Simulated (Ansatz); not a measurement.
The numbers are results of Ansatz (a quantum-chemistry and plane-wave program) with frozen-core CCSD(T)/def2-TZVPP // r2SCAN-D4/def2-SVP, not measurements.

Ansatz 0.2 input:
```yaml
crystal:
  periodic: [false, false, false]
  atoms:
    - { symbol: Nb, position_ang: [0.011408, -0.020711, 0.077266] }
    - { symbol: Cl, position_ang: [-0.495119, 1.421337, 1.797121] }
    - { symbol: Cl, position_ang: [-0.459269, 1.582496, -1.553337] }
    - { symbol: Cl, position_ang: [-1.562019, -1.48023, -0.754125] }
    - { symbol: Cl, position_ang: [0.885289, -1.624498, 1.531529] }
    - { symbol: N, position_ang: [1.805947, -0.001741, -0.685286] }
    - { symbol: H, position_ang: [2.569765, -0.581916, -0.342379] }
    - { symbol: H, position_ang: [2.078919, 0.589841, -1.468306] }
basis:
  gaussian: { orbitals: def2-TZVPP }
correlation:
  method: ccsd_t
```

Output:

```
Functional definition: HF
1731 factors; integrals over basis functions are off by at most 8.3e-4 eV
mean field evaluation 1: about -53062.5619 eV, gradient 5.7e1 eV
mean field evaluation 2: about -53062.8905 eV, gradient 5.8e1 eV
mean field evaluation 4: about -53070.4575 eV, gradient 5.9e0 eV
mean field evaluation 8: about -53070.5859 eV, gradient 1.1e0 eV
mean field evaluation 16: about -53070.5908 eV, gradient 2.5e-6 eV
mean field -53070.59076857 eV, -1950.3082382066 hartree, gradient 2.5e-6 eV, S^2 0.000000; 0 other end points of the search recorded, 0 dependent functions left out
21 core orbitals not correlated
reference -53070.59076857 eV, -1950.3082382066 hartree; 24, 24 occupied and 238, 238 virtual orbitals, 1731 factors
second order -39.62721829 eV of doubles, -0.00000000 eV of singles
cycle   1  -38.74304576 eV  change    8.8e-1 eV  update   2.6e-1
cycle   2  -39.99446475 eV  change    -1.3e0 eV  update   1.6e-1
cycle   3  -40.37708150 eV  change   -3.8e-1 eV  update   4.9e-2
cycle   4  -40.36631534 eV  change    1.1e-2 eV  update   2.1e-2
cycle   5  -40.34885465 eV  change    1.7e-2 eV  update   9.5e-3
cycle   6  -40.34730069 eV  change    1.6e-3 eV  update   4.1e-3
cycle   7  -40.34914253 eV  change   -1.8e-3 eV  update   1.7e-3
cycle   8  -40.34940432 eV  change   -2.6e-4 eV  update   8.0e-4
cycle   9  -40.34966464 eV  change   -2.6e-4 eV  update   2.8e-4
cycle  10  -40.35016621 eV  change   -5.0e-4 eV  update   1.5e-4
cycle  11  -40.34986446 eV  change    3.0e-4 eV  update   7.7e-5
cycle  12  -40.34971788 eV  change    1.5e-4 eV  update   5.2e-5
cycle  13  -40.34978650 eV  change   -6.9e-5 eV  update   2.0e-5
cycle  14  -40.34976425 eV  change    2.2e-5 eV  update   1.2e-5
perturbative correction -2.24556377 eV, -0.0825229464 hartree
Total energy: -53113.18609659 eV, -1951.8735876392 hartree
```

Cost: around 10 core-minutes (rough).
